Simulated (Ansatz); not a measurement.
Mulliken charges of C2H3BClNO2 (`C=NC(=O)OBCl`) from ωB97M-V/def2-TZVPP in Ansatz (PBE0-D4/def2-TZVP geometry).

| atom | x (Å) | y (Å) | z (Å) | charge (e) |
| --- | --- | --- | --- | --- |
| C1 | -0.383 | -1.765 | 1.328 | -0.038 |
| N2 | -0.690 | -0.673 | 0.783 | -0.176 |
| C3 | -0.129 | -0.295 | -0.425 | 0.367 |
| O4 | -0.366 | -0.772 | -1.489 | -0.258 |
| O5 | 0.731 | 0.750 | -0.237 | -0.253 |
| B6 | 0.646 | 1.979 | -0.802 | 0.155 |
| Cl7 | -0.768 | 2.504 | -1.679 | -0.107 |
| H8 | -0.888 | -2.051 | 2.250 | 0.129 |
| H9 | 0.368 | -2.449 | 0.922 | 0.111 |
| H10 | 1.561 | 2.721 | -0.649 | 0.069 |

Task: By hand: the dipole of these point charges (1 e Å = 4.8032 D).

Result: Σ q r = (0.214, -0.223, 0.503) e Å, of length 0.590 e Å = 2.83 D.

Task: How does the dipole of the full density compare? (Best estimate.)

Result: Computed: (0.214, -0.322, 0.557) e Å, 3.26 D; the point charges give 0.87 times that, at 6° from its direction.

Point charges leave out the atoms' own dipoles, such as those of lone pairs, and Mulliken's split depends on the basis, so the close match here is no proof of good charges.
